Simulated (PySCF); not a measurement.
Compound: C7H11OP.
Z-matrix (Å and degrees, PBE0-D3(BJ)/def2-SVP geometry), rows numbered from 1:
```
C 
C   1  1.3354
P   2  1.8298  1  121.60
C   3  1.8826  2   97.69  1  -133.10
C   4  1.4987  3  106.66  2   -82.14
C   5  1.3470  4  115.60  3   -12.39
O   6  1.3428  5  128.21  4  -177.99
C   7  1.4010  6  117.32  5    -0.14
C   6  1.4994  5  117.21  4    -0.01
H   1  1.0954  2  121.13  3    -0.43
H   1  1.0950  2  121.82  3   179.55
H   2  1.0995  1  120.05  3  -179.54
H   4  1.1031  3  108.81  2    40.58
H   4  1.1057  3  109.31  2   156.26
H   5  1.0921  4  120.93  3   170.29
H   8  1.0975  7  107.13  6   179.89
H   8  1.1047  7  111.38  6    60.47
H   8  1.1046  7  111.33  6   -60.77
H   9  1.1039  3  110.47  2  -158.21
H   9  1.1016  3  111.17  2   -39.83
```

Computed with PySCF at PBE0/pcSseg-1, non-relativistic, on one gas-phase PBE0-D3(BJ)/def2-SVP geometry that isn't relaxed in the solvent. The solvent is an IEF-PCM continuum (Bondi radii, 1.10 Å for H, scaled by 1.2). Only the electrostatic response of the medium enters.

| run | E − E(gas) (kcal/mol) | HOMO (eV) | HOMO–LUMO gap (eV) | dipole (D) |
| --- | --- | --- | --- | --- |
| gas | 0.00 | -6.34 | 6.12 | 2.05 |
| P | -2.02 | -6.32 | 6.10 | 2.31 |
| Q | -3.71 | -6.33 | 6.08 | 2.55 |

Question: The runs were made in benzene and tetrahydrofuran. Which run belongs to which solvent?

Answer: P = benzene, Q = tetrahydrofuran. The dielectric constants are 2.271 (benzene), 7.426 (tetrahydrofuran), and the energy falls further as ε rises. In this model the ground state sees the solvent through ε alone.

Question: How constant is the ratio of the lowering to (ε − 1)/(2ε + 1)?

Answer: 
```json
{"solvent": "benzene", "(ε − 1)/(2ε + 1)": "0.229", "E − E(gas) (kcal/mol)": "-2.02", "ratio (kcal/mol)": "-8.8", "polarisation term (kcal/mol)": "-2.12"}
{"solvent": "tetrahydrofuran", "(ε − 1)/(2ε + 1)": "0.405", "E − E(gas) (kcal/mol)": "-3.71", "ratio (kcal/mol)": "-9.2", "polarisation term (kcal/mol)": "-4.07"}
```

The ratio changes by +3.9 % in size from benzene to tetrahydrofuran. The polarisation term is half the interaction of the solute with the induced surface charges.

The run took 40 s of wall time on Arm Neoverse V2, one thread (shared host), and the process peaked at 1.2 GiB of memory. This is the whole shielding run at PBE0/pcSseg-1 in tetrahydrofuran, SCF included.
